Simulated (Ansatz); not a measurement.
# Relative stability

Two relaxed structures of CH$_{4}$SeSi, singlet (PBE0-D4/def2-TZVP; forces vanish, vibrations not checked).

A:

| atom | x (Å) | y (Å) | z (Å) |
| --- | --- | --- | --- |
| Si1 | -0.2329 | 0.3081 | -1.0137 |
| C2 | 0.2018 | 0.1969 | 0.8507 |
| Se3 | 0.9739 | -1.5034 | 0.1788 |
| H4 | -1.4658 | -0.5759 | -0.8330 |
| H5 | -0.5203 | -0.0580 | 1.6221 |
| H6 | 1.0099 | 0.8090 | 1.2432 |
| H7 | 2.3394 | -0.9997 | -0.0368 |

B:

```csv
atom,x (Å),y (Å),z (Å)
Si1,-0.9963,0.5253,-0.6134
C2,0.2470,0.1277,0.4875
Se3,0.9749,-1.6179,0.5824
H4,-1.4876,-0.4438,-1.6124
H5,-1.7265,1.8084,-0.5274
H6,0.5960,0.8341,1.2329
H7,2.3925,-1.2337,0.4504
```

Ansatz 0.2.0; basis: def2-TZVPP; cores frozen in the correlated methods. Filled d shells of the heavier atoms are correlated. The def2 sets are not built for correlating such inner shells, so the correlated values are less sure here. B3LYP uses VWN-RPA correlation.

**Question.** Which structure is lower at CCSD(T), and by how much? (Judge from chemistry; the value comes from the calculation.)

**Answer.** The calculation gives: A, by 0.401 eV (electronic energy, against the other). By their contacts, A is CH₄SeSi ([CH2]1[SiH][SeH]1) and B is CH₄SeSi ([SiH2][CH][SeH]).

All methods give the same order:

| method | E(B) − E(A) (eV) |
| --- | --- |
| PBE-D4 | 0.479 |
| r2SCAN-D4 | 0.394 |
| PBE0-D4 | 0.516 |
| B3LYP-D4 | 0.356 |
| wB97M-V | 0.516 |
| HF | 0.332 |
| MP2 | 0.373 |
| CCSD | 0.415 |
| CCSD(T) | 0.401 |

T1 diagnostic: at most 0.013. The restricted Hartree–Fock reference is unstable towards an unrestricted one at one or more of these structures.

Labels in which every atom is bracketed show which atoms are joined, not bond orders.

For scale, one of the runs: CCSD(T)/def2-TZVPP, 177 basis functions, launched by `ansatz run in.yaml --threads 2 --pin off --events-out ev --progress --plain --max-ram 4352MiB`. Time: 53 s of wall clock on 2 CPU threads of an Arm Neoverse V1; the host was shared. Peak host memory: 1.6 GiB.
